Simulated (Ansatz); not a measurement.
# GeH2F (SMILES [F][GeH2]): methods side by side

GeH2F: 4 atoms, total charge 0, spin state doublet. As SMILES, `[F][GeH2]`. The shape is that of a PBE0-D4/def2-TZVP optimisation.

```xyz
4

F     0.1382   -0.5854    1.4420
Ge    0.3057   -0.2232   -0.2571
H    -1.0788   -0.5278   -0.8820
H     0.6904    1.2760   -0.3231
```

Quantity: the energy change with the F1–Ge2 bond stretched from 1.745 to 2.618 Å, in eV. The values are calculated.

```tsv
level	kind	program	value (eV)	less FCI/STO-3G	CPU time (all runs)
UHF/STO-3G	Hartree–Fock	Ansatz	2.51	-0.40	1 s
USVWN5/STO-3G	LDA	Ansatz	3.88	+0.97	3.7 s
U-revPBE/STO-3G	GGA	Ansatz	3.39	+0.48	7.2 s
U-r2SCAN/STO-3G	meta-GGA	Ansatz	3.77	+0.86	15 s
UB3LYP/STO-3G	global hybrid	Ansatz	3.77	+0.86	5.3 s
U-wB97M-V/STO-3G	range-separated hybrid	Ansatz	4.00	+1.09	48 s
UB2PLYP/STO-3G	double hybrid	Ansatz	3.65	+0.74	9.2 s
UBCCD(T)/STO-3G	coupled cluster or CI	Ansatz	2.93	+0.02	2.7 s
FCI/STO-3G	exact in the basis	Ansatz	2.91	0.00	12 s
```

FCI/STO-3G is exact within its basis and frozen core, so for wave-function methods in that basis the difference is their error; functionals converge differently with the basis, so for them it is only a difference. All-electron rows without a relativistic Hamiltonian named are non-relativistic. The first shape isn't each level's own minimum. The values span 2.51 to 4.00 eV. Spin contamination of the reference (⟨S²⟩ at least 0.1 too high) touches UHF/STO-3G, U-r2SCAN/STO-3G, UB3LYP/STO-3G, U-wB97M-V/STO-3G, UB2PLYP/STO-3G, UBCCD(T)/STO-3G. All rows use very small basis sets, so none should be taken for the real molecule's value. In the correlated wave-function rows the outer d shell of Ge is correlated, in sets not made for it. In so small a basis fixed costs decide the times, and correlated methods can beat functionals. Times are those of the runs behind each value, whatever else they computed, on shared processors of several kinds: orders of magnitude only.
